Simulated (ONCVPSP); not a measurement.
## B (Z = 5) ONCV: all-electron and pseudo phase curves

```
Element                 : B (Z = 5)
Generator               : ONCVPSP 4.0.1
Type                    : optimised norm-conserving Vanderbilt (ONCV)
Functional              : PBE
Relativity              : scalar-relativistic
Frozen core             : [He]
Valence charge          : 3
Reference configuration : 2s2 2p1
Partial waves           : 2s: rc 1.45 bohr, ncon 5, nbas 8, qcut 4.9 1/bohr, 2 projectors, debl 2.9 Ha; 2p: rc 3.80 bohr, ncon 4, nbas 8, qcut 3.3 1/bohr, 2 projectors, debl 0.7 Ha; d scattering state at 0.06 Ha: rc 3.40 bohr, ncon 4, nbas 7, qcut 2.9 1/bohr, 2 projectors, debl 0.9 Ha
Local potential         : polynomial inside 1.35 bohr (lpopt 1, dvloc0 6 Ha)
Core correction         : none
```

The phase is arctan(r·R′/R) of the radial function R(r), unwrapped; energies in Ha, scanned from -2 to 5 Ha. A pole is an energy at which the radial function vanishes at the test radius. The pseudo phase is shifted by a multiple of π to meet the all-electron one at the reference energy, and phase errors are pseudo minus all-electron; the curves can meet again beyond the range given. Levels narrower than the energy grid can be missing from the lists of poles.

Q: For each channel, where are the poles, and over which energies does the pseudopotential scatter like the atom?

A:

```json
{"channel": "s", "radius (bohr)": "1.47", "reference energy (Ha)": "-0.35", "poles, all-electron": "2.29", "poles, pseudo": "2.29", "unbroken range about the reference energy with phases within 0.05 rad": "the whole range", "phase error 1 Ha above the reference energy (rad)": "-0.000"}
{"channel": "p", "radius (bohr)": "3.85", "reference energy (Ha)": "-0.13", "poles, all-electron": "-0.06, 0.97, 2.70", "poles, pseudo": "-0.06, 0.98, 3.29", "unbroken range about the reference energy with phases within 0.05 rad": "below 1.4", "phase error 1 Ha above the reference energy (rad)": "+0.002"}
{"channel": "d", "radius (bohr)": "3.46", "reference energy (Ha)": "0.06", "poles, all-electron": "0.85, 2.62", "poles, pseudo": "0.85, 2.62", "unbroken range about the reference energy with phases within 0.05 rad": "below 3.5", "phase error 1 Ha above the reference energy (rad)": "-0.000"}
```

Phases in the d channel:

```csv
E (Ha),all-electron,pseudo
-1.98,1.407,1.407
-1.80,1.399,1.398
-1.62,1.388,1.388
-1.44,1.376,1.376
-1.26,1.362,1.362
-1.08,1.344,1.344
-0.90,1.321,1.321
-0.72,1.290,1.290
-0.54,1.246,1.246
-0.36,1.177,1.177
-0.18,1.055,1.055
0.00,0.779,0.779
0.18,-0.013,-0.013
0.36,-0.969,-0.969
0.54,-1.329,-1.329
0.72,-1.490,-1.490
0.90,-1.598,-1.598
1.08,-1.703,-1.703
1.26,-1.869,-1.869
1.44,-2.389,-2.394
1.62,-3.926,-3.934
1.80,-4.396,-4.399
1.98,-4.537,-4.539
2.16,-4.609,-4.611
2.34,-4.657,-4.658
2.52,-4.693,-4.694
2.70,-4.726,-4.727
2.88,-4.760,-4.759
3.06,-4.800,-4.797
3.24,-4.855,-4.847
3.42,-4.955,-4.929
3.60,-5.231,-5.115
3.78,-6.568,-5.856
3.96,-7.448,-7.217
4.14,-7.637,-7.552
4.32,-7.715,-7.665
4.50,-7.759,-7.724
4.68,-7.789,-7.760
4.86,-7.812,-7.786
```
